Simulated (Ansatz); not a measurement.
`C[O][Cd][F]` + HBr → `[F][Cd][Br]` + CH₃OH at 600 K and 1 bar (ligand exchange at a Cd–O bond).

Calculated with Ansatz (gas phase, PBE0-D4/def2-TZVP geometries, no zero-point term in ΔE). CCSD(T)/CBS adds triple-zeta CCSD(T) − MP2 to the extrapolated MP2 energy (def2 sets, frozen cores). This one scheme is used for every species. def2 core potentials past Kr. For Br, Cd outer-core shells are correlated without core-valence functions, which leaves a few kJ/mol of doubt a bond. Scalar relativity is left out up to krypton. One conformer a species, not always the lowest.

```
      species  CCSD(T)/CBS energy (Eh)  H − E (kJ/mol)  S (J/(mol·K))
`C[O][Cd][F]`               -382.53226           157.6          392.8
          HBr              -2573.91920            33.5          219.1
`[F][Cd][Br]`              -2840.89161            38.4          333.7
        CH₃OH               -115.61712           163.6          277.3
```

H − E and S are ideal-gas, rigid-rotor, harmonic terms from PBE0-D4/def2-TZVP, for one conformer and one mirror image of each species. 1 Eh = 2625.50 kJ/mol, R = 8.31446 J/(mol·K).

Q: By hand: ΔE, ΔH, ΔS and ΔG.

A: ΔE = (-2840.89161) + (-115.61712) − (-382.53226) − (-2573.91920) = -0.05727 Eh = -150.4 kJ/mol. Δ(H − E) = 38.4 + 163.6 − 157.6 − 33.5 = 10.9, so ΔH = -139.5 kJ/mol. ΔS = 333.7 + 277.3 − 392.8 − 219.1 = -0.9 J/(mol·K). ΔG = -139.5 − 600 × (-0.9)/1000 = -139.0 kJ/mol.

Q: By hand: the equilibrium constant, and the temperature at which ΔG would vanish if ΔH and ΔS stayed fixed.

A: log₁₀ K = −ΔG/(RT ln 10) = 12.1. ΔG = 0 at ΔH/ΔS = 155000 K, far beyond where these terms or the molecules hold.

The number of gas molecules stays the same, so ΔS is small and ΔH decides. A doubt of 5 kJ/mol in ΔE shifts log₁₀ K by 0.4 here. Other conformers and mirror images would add mixing entropy, several J/(mol·K) or more a flexible species. These are equilibria of isolated gas molecules and say nothing of rates. Largest T1 diagnostic: 0.018 (customary marks: 0.02 for closed shells, 0.045 for open ones).
